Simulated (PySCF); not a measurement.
`CB[AsH2]`. Method: PBE0-D3(BJ)/def2-SVP geometry optimisation, gas phase in PySCF.

```
atom  x, y, z in Å
C1    -1.1363   -0.4026   -0.2113
B2    -0.0116    0.6056    0.1732
As3    1.8980    0.4073   -0.4041
H4    -0.8611   -1.1787   -0.9395
H5    -2.0642    0.0995   -0.5301
H6    -1.3962   -0.9171    0.7359
H7    -0.2860    1.6189    0.7781
H8     2.0390   -1.0964   -0.2433
H9     2.5733    0.7891    0.8993
```

**Question.** What is the longest distance between nuclei?

**Answer.** H5···H9, 4.90 Å; the next longest distance is 4.36 Å.

**Question.** Work out the bond lengths C1–B2, C1–H4, C1–H5, C1–H6, B2–As3, B2–H7, As3–H8, As3–H9 in Å.

**Answer.** For C1–B2 the difference vector is (1.1247, 1.0082, 0.3845) Å, of length 1.5586 Å. C1–B2 1.559; C1–H4 1.099; C1–H5 1.102; C1–H6 1.109; B2–As3 2.005; B2–H7 1.212; As3–H8 1.519; As3–H9 1.517 Å.

**Question.** Where is the centre of mass (commonest isotopes), and what is the radius of gyration?

**Answer.** Mass 103.978 u; centre at (1.235, 0.305, -0.290) Å; Rg = √(Σ m r²/M) = 1.270 Å. As Ia + Ib + Ic = 2 Σ m r², the three principal moments sum to 335.4 u·Å².

**Question.** Give the dihedral angles H6–C1–B2–H7, H4–C1–B2–As3, C1–B2–As3–H9, H5–C1–B2–As3.

**Answer.** H6–C1–B2–H7 -75° (synclinal); H4–C1–B2–As3 -8° (synperiplanar); C1–B2–As3–H9 -138° (anticlinal); H5–C1–B2–As3 -136° (anticlinal). Dihedral signs follow IUPAC: positive where, seen along the central bond, the front bond turns clockwise onto the rear one.

**Question.** How far apart are these pairs, which share no bond: C1···H9, B2···H4, B2···H8, As3···H4?

**Answer.** C1···H9 4.052 Å (3 bonds apart); B2···H4 2.268 Å (2 bonds apart); B2···H8 2.697 Å (2 bonds apart); As3···H4 3.227 Å (3 bonds apart).

**Question.** What are the angles H4–C1–H5, B2–C1–H4, C1–B2–As3, C1–B2–H7, As3–B2–H7, B2–As3–H9, H8–As3–H9?

**Answer.** From the scalar product of the two bond vectors; for H4–C1–H5 it is -0.4129 Å² over 1.0992 × 1.1022 Å², cos θ = -0.3408. H4–C1–H5 109.9°; B2–C1–H4 116.1°; C1–B2–As3 123.5°; C1–B2–H7 120.0°; As3–B2–H7 116.2°; B2–As3–H9 98.7°; H8–As3–H9 96.7°.

Not checked by PBE0-D3(BJ)/def2-SVP frequencies. The numbers are those of one conformer.
